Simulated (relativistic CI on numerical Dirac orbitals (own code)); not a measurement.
# Ir⁷⁶⁺: sensitivity of the levels to the model

Base calculation: Dirac-Coulomb-Breit CI, separate exchange-only KLI orbitals for each configuration, QED by a radiative potential.

CI space: 1s, 2s, 2p, 3s, 3p, 3d, 4s, 4p, 4d, 4f, 5s, 5p, 5d, 5f, 5g, 6s, 6p, 6d. Levels of other configurations are missing.

Variants: (1) QED terms removed; (2) non-relativistic limit. Shifts of the energy above 1s ²S1/2, in eV, for the lowest level and the first level of each name with at least 55 % of one term (blank where a level changes its place among those of its configuration and J or its character, or is not in the variant):

```tsv
Level	Base	Δ(1)	Δ(2)
1s ²S1/2	0.0	0.0	0.0
2p ²P°1/2	65545.0	+139.3	-5050.6
2s ²S1/2	65573.7	+116.7	-5078.5
2p ²P°3/2	67537.2	+137.7	-7042.8
3p ²P°1/2	78312.2	+141.7	-6613.9
3s ²S1/2	78320.7	+135.0	-6622.2
3d ²D3/2	78904.4	+142.6	-7206.1
3p ²P°3/2	78905.8	+141.2	-7207.5
3d ²D5/2	79071.1	+142.2	-7372.8
4p ²P°1/2	82694.5	+142.2	-7074.8
4s ²S1/2	82698.0	+139.4	-7078.3
4d ²D3/2	82942.3	+142.6	-7322.7
4p ²P°3/2	82942.9	+142.0	-7323.3
4f ²F°5/2	83012.9	+142.6	-7393.3
```
